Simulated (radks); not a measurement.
The numbers below are computed, except where a source is named.
Coulomb parameter of the 4d shell of the ruthenium ion Ru3+ in the model configuration [Kr] 4d3.5 5p1.5, as a second difference U = [E(n + 0.5) + E(n - 0.5) - 2 E(n)] / (0.5)^2 with all orbitals relaxed. "Bare": the charge of the atom changes with n. "Screened": the 5p shell takes up the change at fixed total charge, which measures U(4d,4d) + U(5p,5p) - 2 U(4d,5p). Code: a radial shooting solver on a logarithmic mesh with Libxc functionals. Model: scalar-relativistic Kohn-Sham, r2SCAN, spin-unpolarised, spherical densities, finite nucleus; meta-GGA in the generalised Kohn-Sham scheme; Fermi nuclear charge, rms radius 4.4809 fm.

[
 {"case": "start", "configuration": "[Kr] 4d3.5 5p1.5", "E - E(n) (eV)": "0.000"},
 {"case": "bare +0.5", "configuration": "[Kr] 4d4 5p1.5", "E - E(n) (eV)": "-20.583"},
 {"case": "bare -0.5", "configuration": "[Kr] 4d3 5p1.5", "E - E(n) (eV)": "24.137"},
 {"case": "screened +0.5", "configuration": "[Kr] 4d4 5p1", "E - E(n) (eV)": "-9.617"},
 {"case": "screened -0.5", "configuration": "[Kr] 4d3 5p2", "E - E(n) (eV)": "10.278"}
]

U(bare) = 14.216 eV, U(screened by 5p) = 2.646 eV, against the Slater integral F0(4d,4d) = 18.005 eV with frozen orbitals.
